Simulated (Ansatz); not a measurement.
`[CH3][Al]([OH])[SH]` and `[CH3][Al]([OH])[CH2]F` differ in one atom or group.

Ansatz, PBE0-D4/def2-TZVP geometries, multiplicity 1. Each molecule was computed in one conformer, which needn't be the lowest.

```json
{"property": "HOMO energy (B3LYP/def2-TZVPP) / eV", "`[CH3][Al]([OH])[SH]`": "-7.32"}
{"property": "HOMO energy (ωB97M-V/def2-TZVPP) / eV", "`[CH3][Al]([OH])[SH]`": "-9.78"}
{"property": "HOMO–LUMO gap (PBE/def2-TZVPP) / eV", "`[CH3][Al]([OH])[SH]`": "5.41"}
{"property": "LUMO energy (PBE0/def2-TZVPP) / eV", "`[CH3][Al]([OH])[SH]`": "-0.13"}
{"property": "HOMO–LUMO gap (ωB97M-V/def2-TZVPP) / eV", "`[CH3][Al]([OH])[SH]`": "11.14"}
{"property": "LUMO energy (PBE/def2-TZVPP) / eV", "`[CH3][Al]([OH])[SH]`": "-0.93"}
```

Question: What does the change do to each property? (An estimate is asked.)

Answer: The calculation gave: 
```csv
property,`[CH3][Al]([OH])[CH2]F`,shift
HOMO energy (B3LYP/def2-TZVPP) / eV,-7.34,-0.02
HOMO energy (ωB97M-V/def2-TZVPP) / eV,-9.82,-0.04
HOMO–LUMO gap (PBE/def2-TZVPP) / eV,5.15,-0.26
LUMO energy (PBE0/def2-TZVPP) / eV,-0.19,-0.06
HOMO–LUMO gap (ωB97M-V/def2-TZVPP) / eV,11.17,0.03
LUMO energy (PBE/def2-TZVPP) / eV,-0.96,-0.03
```

B3LYP here is the variant with VWN-RPA as its local correlation; programs differ in this.
